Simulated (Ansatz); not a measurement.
BeCl2(NH3)2 (BeN2Cl2H6), relaxed as a singlet with RKS PBE0-D4/def2-SVP in Ansatz, starting from the GFN2-xTB geometry. Force threshold 0.02 eV/Å.

Start:

```tsv
atom	x (Å)	y (Å)	z (Å)
Be1	0.768	-0.216	-0.181
Cl2	1.873	1.281	-0.590
Cl3	1.050	-2.097	-0.100
N4	-0.699	-0.029	-1.338
H5	-1.128	0.890	-1.343
H6	-1.419	-0.732	-1.206
H7	-0.309	-0.177	-2.263
N8	0.036	0.213	1.494
H9	-0.748	-0.360	1.786
H10	-0.213	1.192	1.590
H11	0.790	0.035	2.150
```

(1) Estimate the energy that the relaxation releases and the steps that it takes.

(2) Does the start keep its bonding and symmetry?

(3) Predict the relaxed structure.

Results:

(1) 2.8 kcal/mol, in 5 steps; 8 s on 4 threads of Arm Neoverse V2 on a shared host. No frequencies were taken in this run, so the end may be a saddle point.

(2) By distances, no bond broke or formed. The bond that changes most is Be1–N8, from 1.88 to 1.79 Å (atoms count from 1). Point group C2 at the start, C2 at the end, both within 0.05 Å.

(3) 
Cartesian coordinates in Å:
```
Be 0.6285 -0.1747 -0.1483
Cl 1.8903 1.2679 -0.6000
Cl 1.0722 -2.0926 -0.0989
N -0.7072 -0.0268 -1.3370
H -1.1391 0.8951 -1.4004
H -1.4343 -0.7370 -1.2481
H -0.2371 -0.1931 -2.2290
N 0.0289 0.2159 1.4970
H -0.7374 -0.3653 1.8368
H -0.2018 1.1994 1.6398
H 0.8370 0.0112 2.0881
```
Bond lengths: 2 × Be–Cl 1.97 Å; 2 × Be–N 1.79 Å; 6 × H–N 1.02 Å.
